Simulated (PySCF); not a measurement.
Excitations are Tamm–Dancoff values on a coarser integration grid. The basis has no diffuse functions, so Rydberg states are missing or too high.

Cartesian coordinates (Å):
SMILES: O=C1CC1
```xyz
8

O     -0.8710     1.9262     0.0507
C     -0.3816     0.8426     0.0223
C     -0.5844    -0.6055    -0.0028
C      0.8389     0.0376    -0.0113
H     -0.9276    -1.0654    -0.9207
H     -0.9007    -1.1010     0.9061
H      1.4285    -0.0482     0.8924
H      1.4018    -0.0129    -0.9345
```
Charge 0, spin multiplicity 1.

Question: Predict the S1–T1 gap (TDA), HOMO and HOMO–LUMO gap from M06-2X/def2-TZVP (PySCF).

Answer: 
| Property | Result |
|---|---|
| S1–T1 gap (TDA) | 0.45 eV |
| HOMO | -8.39 eV |
| HOMO–LUMO gap | 8.51 eV |
